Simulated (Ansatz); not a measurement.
The same path of CH4BNO (8 atoms, charge 0, multiplicity 1) was run 3 times with different band settings. The coordinate that changes most is the dihedral H6–N1–B2–O4.

Level of theory: RKS B3LYP-D4/6-31G* in Ansatz.

Relaxed end points:

```xyz
8
Properties=species:S:1:pos:R:3
N -0.878 1.213 -0.284
B -0.092 0.071 -0.190
C 0.769 -0.979 0.484
O 0.381 -0.918 -0.983
H -1.290 1.521 -1.154
H -1.085 1.802 0.508
H 0.353 -1.853 0.986
H 1.842 -0.857 0.634
```

```xyz
8
Properties=species:S:1:pos:R:3
N -0.878 1.213 -0.283
B -0.092 0.071 -0.191
C 0.769 -0.979 0.484
O 0.381 -0.918 -0.984
H -1.085 1.802 0.508
H -1.290 1.522 -1.153
H 0.353 -1.854 0.985
H 1.842 -0.858 0.633
```

Common settings: movable images 7; climbing image yes; optimiser quadratic models (default); start path IDPP; end points relaxed.

| run | spring | force threshold | iteration limit |
| --- | --- | --- | --- |
| 1 | 5.0 eV/Å² | 0.03 eV/Å | 53 |
| 2 | 20.0 eV/Å² | 0.03 eV/Å | 60 |
| 3 | 5.0 eV/Å² | 0.2 eV/Å | 60 |

Q: What does each run give, and how far can it be trusted?

A: Run 1: converged after 14 iterations, highest image 0.697 eV above the first end. A vibrational analysis at the climbing image gives one clearly imaginary mode, 441i cm⁻¹: a first-order saddle point.
Run 2: converged after 14 iterations, highest image 0.697 eV above the first end. Another band between the same ends (7 images) ends at a top of the same energy, where a vibrational analysis finds 1 clearly imaginary mode.
Run 3: converged after 3 iterations, highest image 0.811 eV above the first end. The threshold of 0.2 eV/Å is loose, so the images may lie well off the minimum-energy path. The order of the stationary point at the top wasn't checked.
